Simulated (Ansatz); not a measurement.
`BC(=C)BO`. Total charge 0; spin multiplicity 1.

```xyz
11

B     1.1332   -0.3550   -0.8976
C    -0.2008   -0.0847   -0.1790
C    -1.3403   -0.4012   -0.8255
B    -0.3057    0.5349    1.2539
O     0.7894    0.8809    1.9650
H     2.1916   -0.0973   -0.3840
H     1.1494   -0.8331   -1.9956
H    -2.3201   -0.2374   -0.3784
H    -1.3346   -0.8348   -1.8237
H    -1.3683    0.7280    1.7794
H     1.6063    0.6997    1.4854
```

Question: List the harmonic frequencies (cm⁻¹, unscaled) at PBE0-D4/def2-TZVP in Ansatz. (Best estimate.)

Answer: The calculation gave: 100, 212, 225, 321, 352, 486, 629, 746, 769, 875, 920, 989, 1017, 1033, 1078, 1177, 1227, 1325, 1388, 1451, 1643, 2542, 2594, 2631, 3111, 3197, 3809.

Question: Is this a minimum?

Answer: Yes, all 27 modes are real.

Question: Give the ideal-gas thermochemistry at 298.15 K and 1 bar (rigid rotor, harmonic oscillator; point group Cs, symmetry number 1).

Answer: Zero-point energy 214.4 kJ/mol; H(298) − E = 233.3 kJ/mol; entropy 319.8 J/(mol·K), of which translation 161.4, rotation 107.2, vibration 51.1; G(298) − E = 138.0 kJ/mol. Modes under 100 cm⁻¹ are hindered rotations or soft bends, so the harmonic entropy is rough.
